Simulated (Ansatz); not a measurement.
Species: C₂H₅Si, charge 0, doublet. C2H5Si (SMILES [SiH2]C=C, doublet).
B3LYP-D3(BJ)/def2-TZVP minimum from Ansatz (an electronic-structure program):
```xyz
8

Si     1.0240    -0.4132    -0.2173
C     -0.5056     0.6084    -0.1625
C     -1.6417     0.2432     0.4473
H      1.0418    -1.4473     0.8470
H      2.2622     0.4036    -0.2206
H     -0.5039     1.5444    -0.7167
H     -2.5352     0.8568     0.4156
H     -1.7181    -0.6820     1.0083
```
Charge 0, spin multiplicity 2.

Atomisation energy term by term, kcal/mol (programs: Ansatz). Open shells are spin-unrestricted; no spin-orbit coupling. Correlated methods leave the cores frozen. Rows without X2C or -DK are non-relativistic. CBS(X,Y): correlation extrapolated as X^-3, Hartree-Fock from the larger set. A bracket is a step between two methods taken in the basis named. '+ core + X2C': CCSD(T) terms for core correlation (cc-pwCVTZ, 1s frozen past Ne) and scalar relativity (cc-pVTZ-DK). For partners of very few electrons the exact lower level stands in for a higher one. The UHF reference of C2H5Si (C=C[SiH2], doublet) is spin-contaminated (<S^2> up to 0.16 over the pure value in the sets run).

```json
[
 {"term": "Hartree-Fock", "basis": "cc-pV(Q+d)Z", "kcal/mol": "516.90"},
 {"term": "CCSD correlation", "basis": "CBS(cc-pV(T+d)Z,cc-pV(Q+d)Z)", "kcal/mol": "151.21"},
 {"term": "(T)", "basis": "CBS(cc-pV(T+d)Z,cc-pV(Q+d)Z)", "kcal/mol": "9.50"},
 {"term": "CCSDT(Q) - CCSD(T)", "basis": "cc-pV(D+d)Z", "kcal/mol": "0.79"},
 {"term": "core correlation", "basis": "cc-pwCVTZ", "kcal/mol": "1.99"},
 {"term": "scalar relativity", "basis": "X2C, cc-pVTZ-DK", "kcal/mol": "-0.91"},
 {"term": "sum: De", "basis": "", "kcal/mol": "679.5"}
]
```
